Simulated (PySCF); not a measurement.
Isomers of C3H11ClOSi2, one GFN2-xTB conformer each. Single-point energies are computed at PBE0/pcSseg-1 (PySCF, gas phase, no added dispersion term), electronic only.

Question: Rank them by PBE0/pcSseg-1 energy, lowest first (kJ/mol).
A. `[CH3:1][O:2][SiH2:3][CH2:4][SiH2:5][CH2:6][Cl:7]` with C1–O2–Si3–C4 177°, O2–Si3–C4–Si5 40°, Si3–C4–Si5–C6 49°, C4–Si5–C6–Cl7 57°
B. `[CH3:1][O:2][CH2:3][SiH2:4][SiH2:5][CH2:6][Cl:7]` with C1–O2–C3–Si4 -173°, O2–C3–Si4–Si5 31°, C3–Si4–Si5–C6 163°, Si4–Si5–C6–Cl7 55°

Answer: A (0.0), B (165.7).

As drawn, the lower has an Si–O bond, which the higher lacks; the higher has an Si–Si bond, which the lower lacks. GFN2-xTB itself gives, in the same order: 0.0, 172.7. Both levels put the same isomer lowest.

Question: Which frontier levels, dipoles and rotational constants go with these structures?

Answer: 
| SMILES | HOMO (eV, PBE0/pcSseg-1) | LUMO (eV) | dipole (D) | A, B, C (MHz) |
| --- | --- | --- | --- | --- |
| CO[SiH2]C[SiH2]CCl | -7.85 | 0.26 | 2.36 | 2035, 754.3, 720.1 |
| COC[SiH2][SiH2]CCl | -7.70 | -0.04 | 3.35 | 3117, 616.8, 551.7 |
